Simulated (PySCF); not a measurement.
Electron correlation in S(2+) (sulfur, charge +2)

[Ne] 3s2 3p1 3d1, one real determinant (an excited configuration). All numbers are calculated (PySCF 2.14, scalar relativity by spin-free X2C-1e, in x2c-QZVPPall with one added diffuse shell each of s, p, d, f type (10s7p5d3f1g, 86 functions)). Frozen: 1s2; 12 electrons correlated.

MP2 pair energies summed by pair of shells (mhartree):

```
 pair   energy  share (%)
2p-2p  -111.93       39.1
3s-3d   -39.27       13.7
2s-2p   -31.29       10.9
3s-3s   -27.48        9.6
3s-3p   -24.54        8.6
2p-3s   -22.84        8.0
3p-3d    -7.68        2.7
2p-3p    -6.99        2.4
2s-2s    -6.02        2.1
2p-3d    -3.74        1.3
2s-3s    -2.53        0.9
2s-3p    -1.20        0.4
2s-3d    -0.47        0.2
```

Total MP2 correlation energy: -285.98 mhartree.

Same-spin part -74.63 and opposite-spin part -211.35 mhartree; SCS-MP2 scales them by 1/3 and 6/5 to -278.50 mhartree.

The reference is one real determinant that mixes LS terms of this configuration.

This basis was not built for core-valence correlation, so the inner-shell part is incomplete.
